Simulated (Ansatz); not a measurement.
Basis sets compared for Na₂Cl₃. Total charge 0; doublet. Geometry PBE-D4/def2-SVP. Ansatz on 4 threads of Arm Neoverse V1 on a shared host; times are rough, and most runs start from earlier orbitals.

Cartesian coordinates in Å:
```
Na 1.398 2.341 -0.065
Na -0.515 -0.881 0.033
Cl -1.979 -2.982 0.005
Cl -0.012 1.143 1.645
Cl 1.109 0.378 -1.618
```

At PBE-D4/def2-SVP, PBE-D4/def2-TZVP the gap within one spin of the charge 0 doublet nearly closes, so an electron or hole may be smeared out by delocalisation error. Another isomer (doublet) lies 0.88 eV lower at PBE0-D4/def2-TZVP; other spin states weren't run for this one.

```
           level  functions  energy (Eh)  HOMO (eV)  LUMO (eV)  wall time
       HF/STO-3G         45   -1683.6978      -5.80      -0.30     0.25 s
 PBE-D4/def2-SVP         84   -1704.0133      -6.42      -6.41      4.1 s
PBE0-D4/def2-SVP         84   -1704.1462      -7.04      -6.28      4.2 s
```

Q: Estimate the rows for HF/def2-TZVP, PBE-D4/def2-TZVP (with forces), PBE0-D4/def2-TZVP.

A: 
| level | functions | energy (Eh) | HOMO (eV) | LUMO (eV) | wall time |
| --- | --- | --- | --- | --- | --- |
| HF/def2-TZVP | 175 | -1702.4215 | -9.66 | -2.54 | 7.5 s |
| PBE-D4/def2-TZVP (with forces) | 175 | -1704.6033 | -6.71 | -6.71 | 8.5 s |
| PBE0-D4/def2-TZVP | 175 | -1704.7275 | -7.28 | -6.53 | 15 s |
